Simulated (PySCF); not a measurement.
Harmonic spectrum computed at PBE in the def2-TZVP basis family (core potentials from Rb on, PySCF, no spin–orbit coupling):

```csv
symmetry,ω (cm⁻¹),IR (km/mol)
a1,346,9.8
b2,955,348
a1,992,30.2
```

Problem. Which molecule gave it? In each, all ligands are bound to the one heavy central atom.
A. IO₂ (doublet)
B. KO₂ (quartet)
C. TiO₂ (singlet)
D. ZrO₂ (singlet)
E. MoO₂ (triplet)

Solution. C. It has C2v symmetry with Ti–O 1.650 Å (×2).
